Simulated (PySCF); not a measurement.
**Ionisation energy of Ar⁴⁺ by level of theory**

Ar⁴⁺ [Ne] 3s2 3p2 [3p1/2^2, M_J = 0] → Ar⁵⁺ [Ne] 3s2 3p1 [3p1/2^1, M_J = 1/2], as a difference of total energies. Calculation: PySCF 2.14, in an even-tempered Gaussian basis (21 s from 0.14 bohr⁻², ratio 2.4; 14 p from 0.18 bohr⁻², ratio 2.4; 5 d from 1.3 bohr⁻², ratio 2.6; 5 f from 2 bohr⁻², ratio 2.6); the two-component X2C-1e Hamiltonian. Correlated levels: 1s2 frozen; the 52 highest virtual spinors dropped. "Screened" scales the spin-orbit matrix elements by Boettger's factors to mimic the two-electron term; Breit and QED terms are absent.

```csv
method,ionisation energy (eV)
GHF (spin-free),73.787
GMP2 (spin-free),74.445
GHF (screened spin-orbit),73.706
GMP2 (screened spin-orbit),74.359
```

Task: How much does correlation contribute at GMP2 (screened spin-orbit)?

Result: 74.359 − (73.706) = 0.653 eV, measured against GHF (screened spin-orbit).

The labels give the starting determinants; with spin-orbit coupling the two ends relaxed to ⟨J²⟩ = 1.84, ⟨L²⟩ = 2.00, ⟨S²⟩ = 2.00 and ⟨J²⟩ = 0.86, ⟨L²⟩ = 2.03, ⟨S²⟩ = 0.76.

The determinant of Ar⁴⁺ mixes levels of different J (the jj label is only the starting occupation), so the difference between spin-free and spin-orbit rows is not the physical spin-orbit shift.

For comparison: 74.84 ± 0.17 eV (semi-empirical (NIST evaluation); NIST Atomic Spectra Database, ionization energies).
